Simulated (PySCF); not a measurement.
Property card for `C=CS[SiH2]N[SiH3]`

Species: C2H9NSSi2.
SMILES with atom numbers: `[CH2:1]=[CH:2][S:3][SiH2:4][NH:5][SiH3:6]` (hydrogens: H7, H8 on C1; H9 on C2; H10, H11 on Si4; H12 on N5; H13, H14, H15 on Si6)

Structural features include: C=C double bond and Si–H bond.

**GFN2-xTB geometry**

| Property | Result |
| --- | --- |
| Point group of the GFN2-xTB geometry | C1 |
| Rotational constants A, B, C of the GFN2-xTB geometry | 3.429, 0.941, 0.798 GHz |

B3LYP/def2-SVPD ground state and vertical TDDFT (core frozen in the response) (PySCF):

| Quantity | Value |
| --- | --- |
| Dipole moment | 1.42 D |
| HOMO energy | -6.38 eV |
| LUMO energy | -0.64 eV |
| HOMO–LUMO gap | 5.74 eV |
| Lowest singlet excitation | 5.05 eV (245 nm, f = 0.053) |
| Strongest line among the 8 lowest singlet transitions | S4 at 5.80 eV (214 nm, f = 0.080) |
| Lowest triplet excitation (Tamm–Dancoff) | 3.89 eV |
| Static isotropic polarisability | 105.9 au |
| Electronic spatial extent ⟨r²⟩ about the centre of nuclear charge | 1457 bohr² |

From PBE0/pcSseg-1 ground state and GIAO shieldings, non-relativistic (PySCF):

| Property | Result |
| --- | --- |
| Lowest Hirshfeld atomic charge | -0.33 e on N5 |
| Highest Hirshfeld atomic charge | +0.36 e on Si6 |
| 13C chemical shifts (computed TMS as zero) by class | 138.4 (C2), 119.4 (C1) ppm |
| 1H chemical shifts (computed TMS as zero) by class | 6.41 (H9), 5.69 (H8), 5.54 (H7), 5.32 (H10/H11), 4.75 (H13/H14/H15), -0.59 (H12) ppm |
| Isotropic shieldings of nuclei other than C and H, by class | 264 (N5), 382 (Si4), 407 (Si6), 547 (S3) ppm |
| Mayer bond orders between heavy atoms | C1–C2 1.92, C2–S3 1.06, S3–Si4 0.94, Si4–N5 0.94, N5–Si6 0.94 |

Monoisotopic mass (most abundant isotopes): 134.9994 u.

The vertical singlet–triplet gap S1 − T1 is 1.16 eV (TDDFT singlet less Tamm–Dancoff triplet; S1: HOMO→LUMO, weight 0.95; T1: HOMO→LUMO, weight 0.59, beside HOMO→LUMO+1, weight 0.32). The largest Löwdin shares of the LUMO are 0.16 on C2, 0.14 on C1, 0.13 on Si6 and 0.11 on Si4. S1 lies 0.69 eV below the HOMO–LUMO gap; its leading configuration is HOMO→LUMO, weight 0.95. A dipole of 1.42 D is allowed in C1, and pure rotational transitions are dipole-allowed. The 8 singlets span 5.05 to 6.44 eV, and their oscillator strengths add up to 0.21. The rotational constants make it an asymmetric top with κ = (2B − A − C)/(A − C) = -0.89, nearer the prolate limit (−1). No computed singlet falls in the visible range (750 to 380 nm, 1.65 to 3.26 eV); S1 lies 1.79 eV above its blue end.

Isolated species at its GFN2-xTB geometry (one conformer only). GFN2-xTB frequencies show an imaginary mode (47i cm⁻¹), so this geometry is no minimum at that level. NMR classes are plain means over equivalent atoms (diastereotopic ones count apart unless rotation or inversion swaps them), as if these changed places fast; in this geometry the members of some classes differ.

Conformer computed: `[CH2:1]=[CH:2][S:3][SiH2:4][NH:5][SiH3:6]`: C1–C2–S3–Si4 4°, C2–S3–Si4–N5 -66°, S3–Si4–N5–Si6 178°.
